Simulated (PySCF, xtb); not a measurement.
Protons, H atoms and electrons added to or taken from O[SiH3]. Isolated molecules, 0 K electronic values unless said otherwise. One relaxed conformer stands for each flexible species; it need not be the lowest. Strings in code marks are SMILES.

Quantity: gas-phase deprotonation enthalpy at 298 K, in kJ/mol. Enthalpy corrections at 298 K come from GFN2-xTB frequencies (xtb). Levels without diffuse functions put anions too high.

Level 1: PBE-D3(BJ)/def2-TZVPD // CAM-B3LYP-D3(BJ)/def2-TZVPD (PySCF)
Level 2: BP86/6-31G* // CAM-B3LYP-D3(BJ)/def2-TZVPD (PySCF)
Level 3: M06-2X/6-31G* // CAM-B3LYP-D3(BJ)/def2-TZVPD (PySCF)
Level 4: PBE/6-31G* // CAM-B3LYP-D3(BJ)/def2-TZVPD (PySCF)

```json
[
 {"species": "proton removed from Si2: `O[SiH2-]` (not the most acidic site)", "level 2": "1593.3", "level 3": "1600.7", "level 4": "1590.8"},
 {"species": "proton removed from O1: `[O-][SiH3]`", "level 2": "1507.9", "level 3": "1523.9", "level 4": "1507.4"}
]
```

**Question.** What does level 1 give for each?

**Answer.** 
- proton removed from Si2: `O[SiH2-]` (not the most acidic site): 1559.7
- proton removed from O1: `[O-][SiH3]`: 1472.8
